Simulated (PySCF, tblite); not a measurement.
Isomers of C4H8O3Si2. All values are computed: GFN2-xTB (tblite) harmonic vibrations without scaling, gas phase. This tight-binding method is rough: wavenumbers can miss measured ones by several per cent, in bad cases by 10 to 20. Modes of hydrogen on silicon can be 10 to 20 % off. One conformer each.

Electronic energies: PBE0/pcSseg-1 single points on the GFN2-xTB geometries (PySCF, gas phase).

| SMILES | electronic energy, lowest = 0 (kcal/mol) |
| --- | --- |
| C#C[Si](O)(O)O[SiH2]C=C | 4.4 |
| C=C[C@@H]1[SiH2]O[SiH2]OC1=O | 0.0 |
| O=C=C(C=O)[C@@H]([SiH3])O[SiH3] | 88.4 |

**Question.** How do GFN2-xTB zero-point energies change the relative energies?

**Answer.** 
```json
{"SMILES": "C=C[C@@H]1[SiH2]O[SiH2]OC1=O", "ZPE (kcal/mol)": "69.5", "of it from modes above 1550 cm⁻¹": "35.9", "electronic (kcal/mol)": "0.0", "with ZPE, lowest = 0 (kcal/mol)": "0.0", "lowest mode (cm⁻¹)": "53", "rings": "1"}
{"SMILES": "C#C[Si](O)(O)O[SiH2]C=C", "ZPE (kcal/mol)": "68.2", "of it from modes above 1550 cm⁻¹": "40.4", "electronic (kcal/mol)": "4.4", "with ZPE, lowest = 0 (kcal/mol)": "3.1", "lowest mode (cm⁻¹)": "15", "rings": "0"}
{"SMILES": "O=C=C(C=O)[C@@H]([SiH3])O[SiH3]", "ZPE (kcal/mol)": "64.0", "of it from modes above 1550 cm⁻¹": "33.4", "electronic (kcal/mol)": "88.4", "with ZPE, lowest = 0 (kcal/mol)": "83.0", "lowest mode (cm⁻¹)": "18i", "rings": "0"}
```

The zero-point energies span 5.5 kcal/mol, from `O=C=C(C=O)[C@@H]([SiH3])O[SiH3]` to `C=C[C@@H]1[SiH2]O[SiH2]OC1=O`. Slightly imaginary modes are left out of the zero-point energy: `O=C=C(C=O)[C@@H]([SiH3])O[SiH3]` 18.0i cm⁻¹. The order is unchanged.

**Question.** And how do the electronic energies of GFN2-xTB itself compare?

**Answer.** `C=C[C@@H]1[SiH2]O[SiH2]OC1=O` 0.0; `C#C[Si](O)(O)O[SiH2]C=C` 41.0; `O=C=C(C=O)[C@@H]([SiH3])O[SiH3]` 89.6 kcal/mol, lowest = 0. Against the energies above, taken from the same isomer `C=C[C@@H]1[SiH2]O[SiH2]OC1=O`, the largest difference is 36.6 kcal/mol.
